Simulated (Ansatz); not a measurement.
Job for Ansatz (a program for electronic structure): U-PBE0/def2-TZVPP on TiN, 2S+1 = 2, a spin state set in the input, which need not be the lowest.

Ansatz 0.2 input:
```yaml
crystal:
  periodic: [false, false, false]
  atoms:
    - {symbol: Ti, position_ang: [0.00000000, 0.00000000, 0.00000000]}
    - {symbol: N, position_ang: [0.00000000, 0.00000000, 2.19500000]}
basis:
  gaussian:
    orbitals: def2-TZVPP
hamiltonian:
  xc: {name: PBE0}
magnetization: {spin_polarized: true, initial_magnetization: 1}
relax: {f_tol: 0.002, max_steps: 120}
```

It printed:

```
WARN ansatz: RAYON_NUM_THREADS=1 ignored (pool sized by the plan → 1); use --threads N
Functional definition: PBE0
integrals: 0.02 GiB planned
667 factors; their error is unknown
mean field: 0.31 GiB planned
mean field evaluation 1: about -24559.2545 eV, gradient 7.5e1 eV
mean field evaluation 2: about -24100.3736 eV, gradient 2.8e2 eV
mean field evaluation 4: about -24477.8638 eV, gradient 1.0e2 eV
mean field evaluation 8: about -24591.8203 eV, gradient 5.8e0 eV
mean field evaluation 16: about -24592.7626 eV, gradient 6.1e-1 eV
mean field evaluation 32: about -24593.0424 eV, gradient 3.5e-6 eV
mean field evaluation 64: about -24592.9443 eV, gradient 8.9e-3 eV
mean field evaluation 96: about -24593.0399 eV, gradient 6.0e-1 eV
mean field evaluation 128: about -24583.0264 eV, gradient 3.9e1 eV
mean field evaluation 160: about -24592.1892 eV, gradient 9.2e-2 eV
mean field evaluation 192: about -24584.0537 eV, gradient 3.1e1 eV
mean field evaluation 224: about -24592.3206 eV, gradient 3.7e-2 eV
mean field evaluation 256: about -24591.4038 eV, gradient 1.4e-1 eV
mean field evaluation 288: about -24592.2132 eV, gradient 1.9e0 eV
mean field evaluation 320: about -24591.9428 eV, gradient 9.5e-2 eV
mean field evaluation 352: about -24593.0228 eV, gradient 1.6e0 eV
mean field -24593.04240413 eV, -903.7776385889 hartree, gradient 3.5e-6 eV, S^2 2.637401; 26 other end points of the search recorded, 0 dependent functions left out
the calculation of the forces begins
reference -24593.04243693 eV, -903.7776397945 hartree; 15, 14 occupied and 80, 81 virtual orbitals, 667 factors
relax step   1: F+E_penalty+E_count = -24593.04240413 eV  Δ(F+E_penalty+E_count) = +0.000e0 eV  max|allowed force component| = 2.499e0 eV/Å  Δτ_max = 0.0000 Å  (1672 SCF iters, accepted)
these checks for a lower state are left out or cut short: starts, cluster_reference, orbital_swaps, neighbouring_geometries, increment
integrals: 0.02 GiB planned
667 factors; their error is unknown
mean field: 0.32 GiB planned
mean field evaluation 384: about -24593.8171 eV, gradient 1.0e-5 eV
mean field -24593.81713722 eV, -903.8061095049 hartree, gradient 1.0e-5 eV, S^2 2.015462; 1 other end points of the search recorded, 0 dependent functions left out
the calculation of the forces begins
reference -24593.81716926 eV, -903.8061106824 hartree; 15, 14 occupied and 80, 81 virtual orbitals, 667 factors
relax step   2: F+E_penalty+E_count = -24593.81713722 eV  Δ(F+E_penalty+E_count) = -7.747e-1 eV  max|allowed force component| = 3.582e0 eV/Å  Δτ_max = 0.1382 Å  (164 SCF iters, accepted)
these checks for a lower state are left out or cut short: starts, cluster_reference, orbital_swaps, neighbouring_geometries, increment
integrals: 0.02 GiB planned
667 factors; their error is unknown
mean field: 0.32 GiB planned
mean field evaluation 416: about -24595.3647 eV, gradient 1.4e-1 eV
mean field -24595.49649210 eV, -903.8678246585 hartree, gradient 5.8e-6 eV, S^2 0.754463; 1 other end points of the search recorded, 0 dependent functions left out
the calculation of the forces begins
reference -24595.49652445 eV, -903.8678258471 hartree; 15, 14 occupied and 80, 81 virtual orbitals, 667 factors
relax step   3: F+E_penalty+E_count = -24595.49649210 eV  Δ(F+E_penalty+E_count) = -1.679e0 eV  max|allowed force component| = 5.828e-1 eV/Å  Δτ_max = 0.1950 Å  (90 SCF iters, accepted)
these checks for a lower state are left out or cut short: starts, cluster_reference, orbital_swaps, neighbouring_geometries, increment
integrals: 0.02 GiB planned
667 factors; their error is unknown
mean field: 0.32 GiB planned
mean field -24595.49938766 eV, -903.8679310683 hartree, gradient 6.9e-6 eV, S^2 0.755173; 0 other end points of the search recorded, 0 dependent functions left out
the calculation of the forces begins
reference -24595.49941995 eV, -903.8679322550 hartree; 15, 14 occupied and 80, 81 virtual orbitals, 667 factors
relax step   4: F+E_penalty+E_count = -24595.49938766 eV  Δ(F+E_penalty+E_count) = -2.896e-3 eV  max|allowed force component| = 9.474e-2 eV/Å  Δτ_max = 0.0060 Å  (61 SCF iters, accepted)
these checks for a lower state are left out or cut short: starts, cluster_reference, orbital_swaps, neighbouring_geometries, increment
integrals: 0.02 GiB planned
667 factors; their error is unknown
mean field: 0.32 GiB planned
mean field evaluation 448: about -24595.4994 eV, gradient 4.5e-6 eV
mean field -24595.49942397 eV, -903.8679324025 hartree, gradient 4.5e-6 eV, S^2 0.754983; 0 other end points of the search recorded, 0 dependent functions left out
the calculation of the forces begins
reference -24595.49945627 eV, -903.8679335897 hartree; 15, 14 occupied and 80, 81 virtual orbitals, 667 factors
relax step   5: F+E_penalty+E_count = -24595.49942397 eV  Δ(F+E_penalty+E_count) = -3.631e-5 eV  max|allowed force component| = 7.095e-2 eV/Å  Δτ_max = 0.0015 Å  (61 SCF iters, accepted)
these checks for a lower state are left out or cut short: starts, cluster_reference, orbital_swaps, neighbouring_geometries, increment
integrals: 0.02 GiB planned
667 factors; their error is unknown
mean field: 0.32 GiB planned
mean field -24595.49946936 eV, -903.8679340708 hartree, gradient 9.6e-6 eV, S^2 0.755063; 0 other end points of the search recorded, 0 dependent functions left out
the calculation of the forces begins
reference -24595.49950166 eV, -903.8679352578 hartree; 15, 14 occupied and 80, 81 virtual orbitals, 667 factors
relax step   6: F+E_penalty+E_count = -24595.49946936 eV  Δ(F+E_penalty+E_count) = -4.540e-5 eV  max|allowed force component| = 9.698e-6 eV/Å  Δτ_max = 0.0006 Å  (52 SCF iters, accepted)
integrals: 0.02 GiB planned
667 factors; their error is unknown
mean field: 0.32 GiB planned
mean field evaluation 480: about -24595.0758 eV, gradient 8.9e0 eV
mean field -24595.49946936 eV, -903.8679340708 hartree, gradient 9.6e-6 eV, S^2 0.755063; 2 other end points of the search recorded, 0 dependent functions left out
the calculation of the forces begins
reference -24595.49950166 eV, -903.8679352578 hartree; 15, 14 occupied and 80, 81 virtual orbitals, 667 factors
Total energy: -24595.49950166 eV, -903.8679352578 hartree
Atom 0 at    -0.000000     0.000000     0.328034 Å, force    -0.000000    -0.000000     0.000010 eV/Å
Atom 1 at     0.000000    -0.000000     1.866966 Å, force     0.000000     0.000000    -0.000010 eV/Å
Dipole moment:     0.000000    -0.000000    -0.685418 e Å
```

The run converged.

Cost: around 100 core-seconds (rough).
